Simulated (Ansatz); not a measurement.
Born–Oppenheimer molecular dynamics of CH₄BFN₂S (10 atoms, charge 0, multiplicity 1). It starts from a relaxed structure.

Method: Ansatz 0.2.0, UKS BLYP/STO-3G.

```json
{
 "ensemble": "NVT, Langevin thermostat",
 "time step": "1 fs",
 "steps asked": "400",
 "set temperature": "500 K",
 "friction": "0.01 /fs",
 "temperature schedule": "100 steps to 500 K, then 300 steps to 1000 K",
 "seed": "70303"
}
```

First frame:

```xyz
10
Properties=species:S:1:pos:R:3
N -0.152 -2.060 0.048
B -0.027 -0.670 0.164
N 0.055 0.411 1.069
C -0.049 0.791 -0.432
F -1.290 1.348 -0.829
S 1.390 1.690 -1.192
H -0.087 -2.572 -0.863
H -0.271 -2.710 0.862
H -0.490 0.796 1.893
H 1.003 2.925 -0.718
```

(1) How far do the bonds stretch over the last three quarters of this one trajectory? (Pairs bonded in most of those frames.)

Answers

(1) 
```csv
bond,mean (Å),spread (Å),shortest,longest
N1–B2,1.417,0.037,1.35,1.53
N1–H7,1.062,0.046,0.95,1.22
N1–H8,1.060,0.033,0.98,1.16
B2–N3,1.420,0.043,1.33,1.51
B2–C4,1.585,0.051,1.46,1.70
N3–C4,1.553,0.054,1.47,1.72
N3–H9,1.066,0.026,1.00,1.15
C4–F5,1.418,0.036,1.32,1.51
C4–S6,1.888,0.064,1.74,2.01
S6–H10,1.385,0.039,1.31,1.48
```

Mean temperature of the second half: 851 K. The schedule's set-point averaged 833 K over the second half and the system 851 K. A run of 0.4 ps of so small a system gives no equilibrium averages. Limits of this set-up: minimal basis.

Time of the run: 8.3 min on 1 thread of AMD EPYC 9R45 96-Core Processor (Zen 5), on a shared host, peak memory 0.13 GiB.
